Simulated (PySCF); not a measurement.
What PySCF settings do for LiBr

Base input, run as `OMP_NUM_THREADS=1 python input.py` with PySCF 2.14:

```python
from pyscf import gto, scf

mol = gto.M(
    atom='Li 0 0 0; Br 0 0 2.344',
    basis='def2-svpd',
    charge=0,
    spin=0,
    verbose=4,
)
mf = scf.RHF(mol)
mf.kernel()
mf.nuc_grad_method().kernel()
mf.dip_moment()
print('orbital energies (hartree):', mf.mo_energy[..., max(0, mol.nelec[1]-3):mol.nelec[0]+3].round(4))
```

Base result: E(SCF) = -2579.634192 Eh, 9 cycles, μz(SCF) = -8.29 D, gradient on the second atom 0.0143 Eh/bohr. Stability towards an unrestricted solution was not tested. The bond length is a typed value, not an optimised one.

Hardware: AMD EPYC 7B13, 1 thread, shared host. Wall time 1.9 s, peak memory 0.12 GiB.

Each row names what differs from the base; energies in brackets are changes from the base.

| change | result | wall time (s) |
| --- | --- | --- |
| step after the SCF: gradient → ccsd; frozen orbitals: default → 0 | E(SCF) = -2579.634192 Eh (+0.0000 eV), 9 cycles, E(CCSD) − E(SCF) = -0.28092 Eh, μz(SCF) = -8.29 D | 3.1 |
| functional: none (Hartree–Fock) → hse06; SCF type: RHF → RKS; step after the SCF: gradient → analyze | E(SCF) = -2581.103938 Eh, 8 cycles, μz(SCF) = -7.89 D | 3.6 |
| PCM solvent, dielectric constant: none → 20.5 | E(SCF) = -2579.667628 Eh (-0.9098 eV), 8 cycles, μz(SCF) = -9.59 D, gradient on the second atom 0.0003 Eh/bohr | 3.6 |
| electric field along z (a.u.): none → -0.01; step after the SCF: gradient → analyze | E(SCF) = -2579.668540 Eh (-0.9347 eV), 9 cycles, μz(SCF) = -9.17 D | 1 |
| basis set: def2-svpd → minao | E(SCF) = -2579.944192 Eh (-8.4355 eV), 6 cycles, μz(SCF) = -9.18 D, gradient on the second atom 0.0011 Eh/bohr | 3.2 |
| PCM solvent, dielectric constant: none → 32.6 | E(SCF) = -2579.668345 Eh (-0.9293 eV), 8 cycles, μz(SCF) = -9.62 D, gradient on the second atom 0.0000 Eh/bohr | 3.8 |
| spin-free X2C: off → on [basis contracted without relativity] | E(SCF) = -2604.319695 Eh, 9 cycles, μz(SCF) = -8.27 D, gradient on the second atom 0.0152 Eh/bohr | 1.8 |
| step after the SCF: gradient → mp2; frozen orbitals: default → 9 | E(SCF) = -2579.634192 Eh (+0.0000 eV), 9 cycles, E(MP2) − E(SCF) = -0.24784 Eh, μz(SCF) = -8.29 D | 0.98 |
| convergence threshold: default → 1e-11 | E(SCF) = -2579.634192 Eh (+0.0000 eV), 10 cycles, μz(SCF) = -8.29 D, gradient on the second atom 0.0143 Eh/bohr | 1.9 |
| step after the SCF: gradient → eomip; frozen orbitals: default → 0; number of roots: default → 4 | E(SCF) = -2579.634192 Eh (+0.0000 eV), 9 cycles, E(CCSD) − E(SCF) = -0.28092 Eh, μz(SCF) = -8.29 D, ionisation roots 8.959, 8.959, 9.742, 20.076 eV | 4.6 |
| charge: 0 → 1; spin (2S): 0 → 1; SCF type: RHF → UHF [another spin of the ion may lie lower] | E(SCF) = -2579.334459 Eh (+8.1562 eV), 9 cycles, ⟨S²⟩ = 0.757, gradient on the second atom -0.0154 Eh/bohr | 2 |
| functional: none (Hartree–Fock) → tpssh; SCF type: RHF → RKS; step after the SCF: gradient → analyze | E(SCF) = -2581.359737 Eh, 8 cycles, μz(SCF) = -7.85 D | 2.3 |
| charge: 0 → 2; SCF type: RHF → UHF [another spin of the ion may lie lower] [spin-contaminated] | E(SCF) = -2578.699198 Eh (+25.4425 eV), 13 cycles, ⟨S²⟩ = 1.019, gradient on the second atom -0.0507 Eh/bohr | 2 |
| step after the SCF: gradient → frequency [not at a minimum] | E(SCF) = -2579.634192 Eh (+0.0000 eV), 9 cycles, μz(SCF) = -8.29 D, wavenumbers 433 cm⁻¹ | 10 |
| geometry: bond 2.344 → bond 2.625 | E(SCF) = -2579.622130 Eh (+0.3282 eV), 9 cycles, μz(SCF) = -9.59 D, gradient on the second atom 0.0283 Eh/bohr | 1.8 |
| geometry: bond 2.344 → bond 2.063 | E(SCF) = -2579.632377 Eh (+0.0494 eV), 9 cycles, μz(SCF) = -7.07 D, gradient on the second atom -0.0283 Eh/bohr | 1.9 |
| geometry: bond 2.344 → bond 4.688 [stretched restricted solution, likely unstable] | E(SCF) = -2579.527804 Eh (+2.8950 eV), 10 cycles, μz(SCF) = -20.64 D, gradient on the second atom 0.0149 Eh/bohr | 1.7 |

Question: Order these changes by how far they move the SCF energy from the base, largest first: (1) PCM solvent, dielectric constant: none → 20.5; (2) PCM solvent, dielectric constant: none → 32.6; (3) electric field along z (a.u.): none → -0.01; step after the SCF: gradient → analyze; (4) geometry: bond 2.344 → bond 4.688.

Answer: (4) +2.8950 eV, (3) -0.9347 eV, (2) -0.9293 eV, (1) -0.9098 eV.
